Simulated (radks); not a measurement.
All-electron atom: Cs14+ in [Kr] 4d5.

All-electron calculation, scalar-relativistic Kohn-Sham, LDA (Slater exchange, VWN5 correlation), spin-polarised, spherical densities, finite nucleus; open shells are filled with parallel spins first (spin-orbit coupling, left out, can overturn this in heavy ions); Fermi nuclear charge, rms radius 4.8041 fm. Program: a radial shooting solver on a logarithmic mesh with Libxc functionals.

Energy parts (hartree):
total: -7711.6868
kinetic: 8126.5133
electron-nucleus: -18220.0572
Hartree: 2557.3648
exchange-correlation: -175.5077

Orbitals (lengths in bohr, moments of r in powers of bohr; r(90%) holds 90 % of the orbital's charge):
orbital  occ.  eigenvalue (hartree)  r(90%)      <r^2>
1s up       1             -1325.256  0.0470  0.0009266
1s down     1             -1325.253  0.0470  0.0009266
2s up       1             -217.3409   0.173    0.01485
2s down     1             -217.2511   0.173    0.01484
2p up       3             -196.2343   0.160    0.01177
2p down     3             -196.1618   0.160    0.01177
3s up       1             -53.64504   0.438     0.1019
3s down     1             -53.58319   0.438     0.1017
3p up       3             -46.85362   0.444     0.1017
3p down     3             -46.78749   0.443     0.1015
3d up       5             -36.90538   0.426    0.08739
3d down     5             -36.82005   0.426    0.08722
4s up       1             -18.13474   0.952     0.5006
4s down     1             -17.87172   0.953     0.5011
4p up       3             -15.84747    1.01     0.5506
4p down     3             -15.58622    1.01     0.5521
4d up       5             -12.47247    1.09     0.6309
4d down     0             -12.21686    1.10     0.6356

The highest occupied level is 4d up at -339.39 eV. The electron density at the nucleus is 3.052e+05 e/bohr^3 (large components only).
